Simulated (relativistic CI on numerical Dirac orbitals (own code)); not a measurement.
## Radial parameters of Mg³⁺

Method of calculation: Dirac-Coulomb-Breit CI, orbitals from a KLI potential per configuration, model QED (radiative potential, 1s self-energy scaled to tabulated hydrogen-like ionisation energies), valence Slater integrals scaled by 0.85, P86 correlation energy added to each configuration (own radial code, finite nucleus).

Slater integrals F^k, G^k are unscaled and averaged over j, outside the closed core 1s2; ζ comes from projecting the Hamiltonian with its Breit term on Σ l·s of the shell.

- 2s²2p⁵: ζ(2p) = 1465.2 cm⁻¹; <r>(2p) = 0.639, <r^2>(2p) = 0.5117 (bohr units).
- 2s²2p⁴3s: F^2(2p,2p) = 153250, ζ(2p) = 1622.3, G^1(2p,3s) = 10410 cm⁻¹; <r>(2p) = 0.6085, <r^2>(2p) = 0.4611, <r>(3s) = 2.026, <r^2>(3s) = 4.667 (bohr units).
- 2s²2p⁴3p: F^2(2p,2p) = 153100, ζ(2p) = 1625.6, F^2(2p,3p) = 22463, G^0(2p,3p) = 9207.1, G^2(2p,3p) = 9254, ζ(3p) = 190.69 cm⁻¹; <r>(2p) = 0.6091, <r^2>(2p) = 0.4621, <r>(3p) = 2.218, <r^2>(3p) = 5.64 (bohr units).

In this model ζ of a weakly bound d, f or g electron outside closed shells comes out too small, for d by up to a factor of two or three and at times with the wrong sign; that of an outer p electron is too small as well.

Correlation outside the listed configurations is missing or only estimated: errors of thousands of cm⁻¹ between configurations and terms are usual at this charge. Rates and lifetimes follow the computed energies and can be off by large factors. The fine structure of a lone outer electron comes out too small, for d and f at times inverted, and misplaced configurations move strength between like terms. 69 of the 69 excited levels that our extract of the measured tables holds in this range could be paired (the sources list more); they are missed by 2291 cm⁻¹ on average and 17558 at most, and levels without a partner can miss by more.

Averages of the first 10 configurations, taken without configuration mixing, which lowers the lowest level and can move excited configurations by several eV; other configurations of the list can lie among them:

| Configuration | Parity | States | Average energy above the lowest level (eV) |
| --- | --- | --- | --- |
| 2s²2p⁵ | odd | 6 | 0.1 |
| 2s2p⁶ | even | 2 | 41.3 |
| 2s²2p⁴3s | even | 30 | 70.0 |
| 2s²2p⁴3p | odd | 90 | 77.3 |
| 2s²2p⁴3d | even | 150 | 85.9 |
| 2s²2p⁴4s | even | 30 | 91.4 |
| 2s²2p⁴4p | odd | 90 | 94.0 |
| 2s²2p⁴4d | even | 150 | 97.0 |
| 2s²2p⁴4f | odd | 210 | 97.8 |
| 2p⁶3s | even | 2 | 153.6 |
